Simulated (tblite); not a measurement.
C$_{4}$H$_{9}$LiO, charge +1, doublet, at a GFN2-xTB geometry (such geometries of metal compounds can be far from the true shape) (a state made from the parent by changing its charge; the spin is typed, not shown lowest); GFN1-xTB in tblite 0.6.0.

The tblite input:
```
$ tblite run mol.xyz --method gfn1 --charge 1 --spin 1 --spin-polarized --json tblite.json --no-restart

# file mol.xyz
15

Li     1.00275402     1.90289940     1.94010571
O      0.42811941     0.81981246     0.84106518
C     -0.07634044    -0.06171066    -0.00743218
C      1.01719818    -1.15247791    -0.34195455
C     -1.36757166    -0.71656562     0.44818983
C     -0.26881521     0.62624137    -1.41888001
H      0.63507046    -1.83349040    -1.09361338
H      1.21378005    -1.68000699     0.58880178
H      1.93137196    -0.67982516    -0.68895318
H     -1.20791031    -1.24093350     1.39012098
H     -1.73909090    -1.41960691    -0.29026196
H     -2.12734785     0.04276591     0.63187034
H      0.65988777     1.08476246    -1.74564783
H     -1.02408265     1.39647012    -1.27974469
H     -0.60172127    -0.11025644    -2.14094915
```

The log (banner, timings and long lists left out):

```
xTB calculator
 | screened Coulomb repulsion
 | Coulomb electrostatics
 |  * isotropic Klopman-Ohno-Mataga-Nishimoto electrostatics
 |  * onsite third-order electrostatics
 | DFT-D3(BJ) dispersion correction
 | Interactions (1)
 | [1] spin polarization

halogen bonding energy    0.0000000000000E+00 Eh
repulsion energy          2.0810848185720E-01 Eh
dispersion energy        -5.3507032853721E-03 Eh
interaction energy        0.0000000000000E+00 Eh
number of electrons       3.1000000000000E+01 e
integral cutoff           4.0000000000000E+01 bohr

------------------------------------------------------------
  cycle        total energy    energy error   density error
------------------------------------------------------------
      1     -17.73981282818  -1.7942571E+01   4.1484390E-01
      2     -17.89992981661  -1.6011699E-01   2.3502035E-01
      3     -17.90579824622  -5.8684296E-03   7.7763233E-02
      4     -17.90615885820  -3.6061198E-04   1.6137694E-02
      5     -17.90654870114  -3.8984294E-04   1.0346049E-02
      6     -17.90707606908  -5.2736795E-04   5.0341960E-03
      7     -17.90719308985  -1.1702077E-04   2.2730366E-03
      8     -17.90720056002  -7.4701656E-06   1.6496147E-03
      9     -17.90721720248  -1.6642466E-05   2.2739327E-04
     10     -17.90721746434  -2.6186230E-07   6.3716679E-05
     11     -17.90721746300   1.3473311E-09   5.0439825E-05
     12     -17.90721747532  -1.2324680E-08   1.0377968E-05
------------------------------------------------------------

electronic energy        -1.8109975253893E+01 Eh
total energy             -1.7907217475321E+01 Eh

Post processing:
 | Mayer-Wiberg bond orders

[Info] JSON dump of results written to 'tblite.json'
```
